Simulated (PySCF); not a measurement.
First SCF of a structure search on singlet ISnN, at a hand-made bent geometry. PySCF input:

```python
from pyscf import gto, scf, dft
mol = gto.M(atom='''
Sn     0.000000     0.000000     0.000000
N     -1.556400     0.000000     1.089800
I      2.236300     0.000000     1.565900''',
    basis={'Sn': 'def2-TZVP', 'N': 'def2-TZVP', 'I': 'def2-TZVP'},
    ecp={'Sn': 'def2-TZVP', 'I': 'def2-TZVP'},
    charge=0, spin=0)
mf = dft.RKS(mol, xc='PBE0')
mf.grids.atom_grid = (50, 194)
aux = {'Sn': 'def2-universal-JKFIT', 'N': 'def2-universal-JKFIT', 'I': 'def2-universal-JKFIT'}
mf = mf.density_fit(auxbasis=aux)
mf.conv_tol = 1e-08
mf.diis_space = 10
mf.max_cycle = 60
mf.init_guess = 'minao'
mf.verbose = 4
mf.kernel()
```

Excerpt of the output (cycles and frontier levels):

```
init E= -487.23103841153
  HOMO = -0.935117659967939  LUMO = -0.903398354893906  gap/eV = 0.86313
cycle= 1 E= -560.819573186154  delta_E= -73.6  |g|= 4.95  |ddm|= 36.3
  HOMO = -0.138416317214143  LUMO = -0.000839074647942084  gap/eV = 3.74367
cycle= 2 E= -531.710041758842  delta_E= 29.1  |g|= 11.8  |ddm|= 15.8
  HOMO = -0.210153915976376  LUMO = -0.120895805871946  gap/eV = 2.42884
cycle= 3 E= -564.827942445218  delta_E= -33.1  |g|= 2.87  |ddm|= 10.9
  HOMO = -0.161260281927808  LUMO = -0.126234446920755  gap/eV = 0.95310
cycle= 4 E= -565.907357881993  delta_E= -1.08  |g|= 1.59  |ddm|= 3.38
  HOMO = -0.309487077329489  LUMO = -0.209548798026946  gap/eV = 2.71946
cycle= 5 E= -565.92736859967  delta_E= -0.02  |g|= 1.56  |ddm|= 2.66
  HOMO = -0.215276436285342  LUMO = -0.165254023570599  gap/eV = 1.36118
cycle= 6 E= -566.535343068035  delta_E= -0.608  |g|= 0.587  |ddm|= 1.97
  HOMO = -0.272957898622226  LUMO = -0.198674109674187  gap/eV = 2.02136
... 12 lines left out ...
cycle= 13 E= -566.632117739724  delta_E= -1.9e-07  |g|= 0.000208  |ddm|= 0.00129
  HOMO = -0.268251089904434  LUMO = -0.180524874015074  gap/eV = 2.38715
cycle= 14 E= -566.632117769538  delta_E= -2.98e-08  |g|= 0.000214  |ddm|= 0.000626
  HOMO = -0.2682539237891  LUMO = -0.180532231901587  gap/eV = 2.38703
cycle= 15 E= -566.632117796648  delta_E= -2.71e-08  |g|= 6.04e-05  |ddm|= 0.000644
  HOMO = -0.268252742278948  LUMO = -0.180532313928968  gap/eV = 2.38699
cycle= 16 E= -566.632117799942  delta_E= -3.29e-09  |g|= 1.84e-05  |ddm|= 0.00034
  HOMO = -0.268256764655715  LUMO = -0.180536529461639  gap/eV = 2.38699
Extra cycle  E= -566.632117798991  delta_E= 9.51e-10  |g|= 6.11e-05  |ddm|= 7.22e-05
converged SCF energy = -566.632117798991
```

No lower solution of this spin was found by a stability analysis within the restricted form, which does not test spin polarisation.

The search for the lowest solution, with the stability check, took 8.5 s on 2 threads of a shared Arm Neoverse V2 host, with 131 basis functions; the process peaked at 0.39 GiB. Launch command: `OMP_NUM_THREADS=2 python axn.py task.json out`.
